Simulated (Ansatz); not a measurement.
`OCCCF` and `OC[CH2][SnH3]` differ in one atom or group.

Ansatz, PBE0-D4/def2-TZVP geometries, multiplicity 1. Each molecule was computed in one conformer, which needn't be the lowest.

Elements past krypton have def2 core potentials.

```
                               property  `OCCCF`
HOMO–LUMO gap (ωB97M-V/def2-TZVPP) / eV    12.92
     HOMO energy (PBE0/def2-TZVPP) / eV    -7.95
  LUMO energy (ωB97M-V/def2-TZVPP) / eV     2.50
     LUMO energy (PBE0/def2-TZVPP) / eV     1.09
      LUMO energy (PBE/def2-TZVPP) / eV     0.21
    HOMO energy (B3LYP/def2-TZVPP) / eV    -7.72
```

(1) What does the change do to each property? (Estimate.)

Results:

(1) Computed: 
| property | `OC[CH2][SnH3]` | shift |
| --- | --- | --- |
| HOMO–LUMO gap (ωB97M-V/def2-TZVPP) / eV | 11.97 | -0.95 |
| HOMO energy (PBE0/def2-TZVPP) / eV | -7.92 | 0.03 |
| LUMO energy (ωB97M-V/def2-TZVPP) / eV | 1.59 | -0.91 |
| LUMO energy (PBE0/def2-TZVPP) / eV | 0.29 | -0.80 |
| LUMO energy (PBE/def2-TZVPP) / eV | -0.47 | -0.68 |
| HOMO energy (B3LYP/def2-TZVPP) / eV | -7.69 | 0.03 |

B3LYP here is the variant with VWN-RPA as its local correlation; programs differ in this.
